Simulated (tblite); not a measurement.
Species: C4H8BFP (doublet state).
SMILES with atom numbers: `[CH3:1][CH:2]/[CH:3]=[CH:4]\[B:5]([F:6])[PH2:7]` (hydrogens: H8, H9, H10 on C1; H11 on C2; H12 on C3; H13 on C4; H14, H15 on P7)
Bond orders are those of one Lewis drawing.

Computed with GFN2-xTB (tblite), gas phase: L-BFGS steps from a force-field or distance-geometry start until the largest atomic force falls under 0.01 eV/Å.

Step 77: E = -573.8143 eV
```
atom  x, y, z in Å  |  force x, y, z in eV/Å
C1     -2.8404    0.3402   -0.3882    0.029  -0.002   0.008
C2     -1.3615    0.2890   -0.3264    0.023   0.015  -0.026
C3     -0.6490   -0.6116    0.4091   -0.004  -0.003  -0.021
C4      0.7494   -0.7273    0.4250   -0.020   0.008   0.024
B5      1.7973    0.1104   -0.2867   -0.027  -0.052  -0.002
F6      1.4894    1.0420   -1.1989    0.010  -0.010   0.008
P7      3.6527   -0.2561   -0.0076   -0.026   0.022   0.004
H8     -3.1706    0.1726   -1.4163   -0.006   0.007   0.043
H9     -3.1954    1.3322   -0.1016    0.001  -0.028  -0.003
H10    -3.2986   -0.4051    0.2577    0.003   0.001   0.003
H11    -0.8392    1.0125   -0.9328    0.036   0.009  -0.008
H12    -1.2111   -1.3152    1.0165    0.006   0.015  -0.014
H13     1.1297   -1.5157    1.0679   -0.025  -0.002  -0.016
H14     4.1329    1.0342    0.1076   -0.014   0.016   0.000
H15     3.6097   -0.4942    1.3528    0.016   0.007   0.002
```

Step 78: E = -573.8147 eV
```
atom  x, y, z in Å  |  force x, y, z in eV/Å
C1     -2.8402    0.3428   -0.3852    0.035  -0.015   0.011
C2     -1.3611    0.2906   -0.3257    0.024   0.001  -0.001
C3     -0.6488   -0.6150    0.4045   -0.016   0.001  -0.010
C4      0.7493   -0.7314    0.4196   -0.014   0.007   0.023
B5      1.7979    0.1074   -0.2891   -0.015  -0.066   0.005
F6      1.4944    1.0361   -1.2050    0.001   0.002  -0.003
P7      3.6523   -0.2561    0.0010   -0.037  -0.003   0.005
H8     -3.1702    0.1702   -1.4121   -0.016   0.011   0.024
H9     -3.1962    1.3350   -0.1021    0.005  -0.016  -0.003
H10    -3.2989   -0.4002    0.2630    0.010  -0.004   0.007
H11    -0.8381    1.0169   -0.9279    0.034   0.010  -0.013
H12    -1.2100   -1.3204    1.0112    0.005   0.023  -0.027
H13     1.1307   -1.5211    1.0603   -0.032  -0.001  -0.015
H14     4.1295    1.0352    0.1017   -0.002   0.035   0.012
H15     3.6049   -0.4821    1.3640    0.018   0.017  -0.014
```

Problem. Estimate the geometry and energy of step 79. (The exact step hangs on the optimiser's Hessian estimate; all steps are aligned on step 78, rigid shifts and turns removed.)

Solution. E = -573.8152 eV, largest force 0.063 eV/Å
```
atom  x, y, z in Å  |  force x, y, z in eV/Å
C1     -2.8397    0.3451   -0.3826    0.033  -0.019   0.006
C2     -1.3604    0.2921   -0.3252    0.015  -0.004   0.014
C3     -0.6490   -0.6172    0.4011   -0.020   0.000   0.004
C4      0.7487   -0.7358    0.4153   -0.003   0.004   0.016
B5      1.7980    0.1030   -0.2907   -0.006  -0.056   0.006
F6      1.4986    1.0298   -1.2095   -0.006   0.008  -0.009
P7      3.6513   -0.2539    0.0089   -0.033  -0.035  -0.038
H8     -3.1699    0.1695   -1.4083   -0.022   0.010   0.002
H9     -3.1976    1.3370   -0.1023    0.014  -0.002   0.001
H10    -3.2998   -0.3963    0.2663    0.021  -0.009   0.014
H11    -0.8361    1.0194   -0.9252    0.027   0.009  -0.016
H12    -1.2097   -1.3228    1.0080   -0.003   0.022  -0.033
H13     1.1303   -1.5275    1.0530   -0.036  -0.007  -0.005
H14     4.1259    1.0378    0.0975    0.007   0.058   0.023
H15     3.6049   -0.4724    1.3716    0.013   0.021   0.015
```

The energy changes by -0.0005 eV. The first-order estimate −F·Δx gives -0.0007 eV and the mean of the old and new forces, exact on a quadratic surface, -0.0005 eV. The step makes an angle of 78° with the force vector and moves no atom by more than 0.012 Å.

What follows is the cost of the whole relaxation. On one thread of an Arm Neoverse V1, shared host with 32 logical CPUs at a one-minute load of 28, this took 0.81 s.
